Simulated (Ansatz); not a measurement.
Total energies of In4O10H8, a hydroxylated oxide cluster from Ansatz at PBE0-D4/def2-SVP, gas phase (1 Eh = 27.2114 eV = 2625.5 kJ/mol). The reference geometry is relaxed at PBE-D4/def2-SVP.

```csv
atom,x (Å),y (Å),z (Å)
In1,1.053,1.300,-0.745
In2,-0.528,0.441,1.949
In3,-1.856,0.252,-1.553
In4,1.848,-1.419,0.841
O5,-0.944,-1.602,-1.380
O6,-0.260,-1.701,1.457
O7,-1.439,0.568,3.739
O8,-0.181,1.143,-2.592
O9,2.163,2.950,-1.111
O10,-3.753,0.638,-2.123
O11,1.574,-0.810,-1.170
O12,-1.002,1.284,0.113
O13,1.512,0.586,1.364
O14,3.012,-2.918,1.498
H15,-1.020,-1.878,-0.437
H16,-0.468,-2.373,2.136
H17,-2.034,1.344,3.734
H18,-0.352,2.021,-2.987
H19,2.579,3.220,-0.269
H20,-3.994,1.507,-1.744
H21,0.666,-1.208,-1.438
H22,3.424,-3.343,0.718
```

```tsv
state	geometry	energy (Eh)
charge 0 singlet	reference	-1516.52261
charge 1 doublet	reference	-1516.16646
charge -1 doublet	reference	-1516.57299
free In atom (doublet)	–	-190.10951
free O atom (triplet)	–	-74.92490
free H atom (doublet)	–	-0.50029
```

In the def2 sets In takes a core potential; there is no spin–orbit coupling.

Question: Work out the vertical ionisation energy to the doublet.

Answer: E(charge 1 doublet) − E(charge 0 singlet) = -1516.16646 − (-1516.52261) = 0.35615 Eh = 9.69 eV. For comparison, −ε of the highest occupied level is 8.00 eV at this level, 1.69 eV less.

Question: Work out the vertical electron affinity, to the doublet.

Answer: E(charge 0 singlet) − E(charge -1 doublet) = -1516.52261 − (-1516.57299) = 0.05038 Eh = 1.37 eV. The basis lacks diffuse functions, which makes affinities too small.

Question: Give the fundamental gap IE − EA, the Mulliken electronegativity (IE + EA)/2 and the hardness (IE − EA)/2.

Answer: From the values in Eh: IE − EA = 0.35615 − 0.05038 = 0.30577 Eh = 8.32 eV; (IE + EA)/2 = 5.53 eV; (IE − EA)/2 = 4.16 eV. The HOMO–LUMO gap of the same run is 5.29 eV, 3.03 eV smaller than the fundamental gap.

Question: What is the binding energy per atom against free atoms?

Answer: Atoms: 4 × (-190.10951) + 10 × (-74.92490) + 8 × (-0.50029) = -1513.68936 Eh. Binding: -1513.68936 − (-1516.52261) = 2.83325 Eh = 77.10 eV, or 3.50 eV for each of 22 atoms (no zero-point energy, no counterpoise term).

At PBE0-D4/def2-SVP the highest occupied level of the charge -1 doublet lies above zero (up to 0.01 eV). By energy differences its removal costs 1.37 eV (vertical, to the charge 0 singlet, at PBE0-D4/def2-SVP); self-interaction error and the lack of diffuse functions both raise the level.
